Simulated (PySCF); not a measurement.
Ar(3+) (argon, charge +3) across methods

[Ne] 3s2 3p3, high-spin 4S determinant. All numbers are calculated (PySCF 2.14, the spin-free X2C one-electron Hamiltonian (Gaussian nucleus), in aug-cc-pVDZ-DK (5s4p2d, 27 functions)).

```json
{"method": "LDA", "E (hartree)": "-524.6007", "mean ε 3s α (eV)": "-67.165", "mean ε 3s β (eV)": "-62.964", "mean ε 3p α (eV)": "-51.585", "Σ⟨r²⟩ (bohr²)": "12.04", "⟨S²⟩": "3.750"}
{"method": "r2SCANh", "E (hartree)": "-526.2197", "mean ε 3s α (eV)": "-70.167", "mean ε 3s β (eV)": "-63.314", "mean ε 3p α (eV)": "-53.174", "Σ⟨r²⟩ (bohr²)": "12.02", "⟨S²⟩": "3.750"}
{"method": "UHF", "E (hartree)": "-525.65441", "mean ε 3s α (eV)": "-80.185", "mean ε 3s β (eV)": "-67.747", "mean ε 3p α (eV)": "-59.242", "Σ⟨r²⟩ (bohr²)": "12.10", "⟨S²⟩": "3.751"}
{"method": "HSE06", "E (hartree)": "-526.1163", "mean ε 3s α (eV)": "-70.426", "mean ε 3s β (eV)": "-64.048", "mean ε 3p α (eV)": "-53.358", "Σ⟨r²⟩ (bohr²)": "12.02", "⟨S²⟩": "3.750"}
{"method": "r2SCAN", "E (hartree)": "-526.2195", "mean ε 3s α (eV)": "-68.998", "mean ε 3s β (eV)": "-62.651", "mean ε 3p α (eV)": "-52.422", "Σ⟨r²⟩ (bohr²)": "12.02", "⟨S²⟩": "3.750"}
{"method": "M06-2X", "E (hartree)": "-526.2557", "mean ε 3s α (eV)": "-73.075", "mean ε 3s β (eV)": "-66.367", "mean ε 3p α (eV)": "-55.369", "Σ⟨r²⟩ (bohr²)": "12.03", "⟨S²⟩": "3.751"}
{"method": "PBE0", "E (hartree)": "-526.0963", "mean ε 3s α (eV)": "-70.861", "mean ε 3s β (eV)": "-64.417", "mean ε 3p α (eV)": "-53.792", "Σ⟨r²⟩ (bohr²)": "12.02", "⟨S²⟩": "3.750"}
{"method": "PBE", "E (hartree)": "-526.0559", "mean ε 3s α (eV)": "-67.440", "mean ε 3s β (eV)": "-62.714", "mean ε 3p α (eV)": "-51.680", "Σ⟨r²⟩ (bohr²)": "12.03", "⟨S²⟩": "3.750"}
{"method": "B3LYP", "E (hartree)": "-526.2619", "mean ε 3s α (eV)": "-70.012", "mean ε 3s β (eV)": "-64.413", "mean ε 3p α (eV)": "-53.239", "Σ⟨r²⟩ (bohr²)": "12.03", "⟨S²⟩": "3.750"}
```
